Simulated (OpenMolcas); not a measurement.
# Bi3+: effect of the level shift or regulariser

| Item | Value |
| --- | --- |
| Program | OpenMolcas |
| Basis | ANO-RCC-VQZP [9s8p6d4f3g] |
| Scalar Hamiltonian | DKH2, point nucleus |
| Active space | 2 electrons in 4 orbitals (6s 6p) |
| State averaging | 2S+1 = 3 even, 3 roots; 2S+1 = 1 even, 7 roots; 2S+1 = 3 odd, 3 roots; 2S+1 = 1 odd, 3 roots |
| Spin-orbit coupling | RASSI with atomic mean-field integrals over the reference wave functions, term energies averaged over their components |

Methods on the same reference wave functions:
A. CASSCF
B. MS-CASPT2, IPEA 0.25 Eh, imaginary shift 0.1 Eh (closed shells correlated: 5d)
C. MS-CASPT2, IPEA 0.25 Eh, real shift 0.2 Eh (closed shells correlated: 5d)

Energies in eV above 6s2 1S0, the measured ground level; measured values from Moore, Atomic Energy Levels, vol. III, NSRDS-NBS 35 (1971 reprint of NBS Circular 467, 1958).

```
      Level        A       B       C  Measured
    6s2 1S0   0.0000  0.0000  0.0000    0.0000
6s 6p 3P* 0   8.3598   9.249   9.238    8.7989
6s 6p 3P* 1   8.9870   9.789   9.778    9.4136
6s 6p 3P* 2  10.8787  11.768  11.757          
6s 6p 1P* 1  14.5724  13.894  13.895   14.2088
    6p2 3P0  20.9759  21.472  21.466          
    6p2 3P1  22.5901  23.267  23.258   22.9388
    6p2 1S0  27.9744  27.618  27.618
```

Deviations, from unrounded energies. A percentage is the sum of absolute deviations over the sum of measured energies, with the sign that they share, or ± where signs differ.

```csv
Against measurement,Levels,A,B,C
mean absolute deviation (cm-1),4,3200,3000,2900
other configurations (%),4,±2.9,±2.7,±2.6
```

B, C lie about equally close to measurement and A furthest from it. The largest miss of C in the table is 6s 6p 3P* 0, by +3500 cm-1. The ranking rests on the paired levels alone, and a cruder setting can come out closer through cancelling errors.

Between B and C the level of the table that moves most is 6s 6p 3P* 0, by 89 cm-1 (lowest in C, highest in B). Moves below CASPT2's spread within the term are not significant.

The lowest spin-free term lies below A's lowest term by 0.423 hartree in B, 0.422 hartree in C.

Over all roots computed the reference weight is 0.88 to 0.94 in B; the roots of lowest weight are the least certain, and an intruder state may touch them. The ¹D term of p² mixes with s d, which this space lacks. Spin-orbit splittings of 6p shells tend to come out small when the coupling is added on scalar orbitals. Measured partners are found by configuration, term and J. A level has none where our copy of the source lacks it or the pairing is in doubt (some pairs that miss far off the trend of their configuration count as doubtful), and it then counts in no deviation. Levels of configurations outside the active space are missing. Levels that lie high or do not pair safely by name in every column are left out.

* marks odd parity.
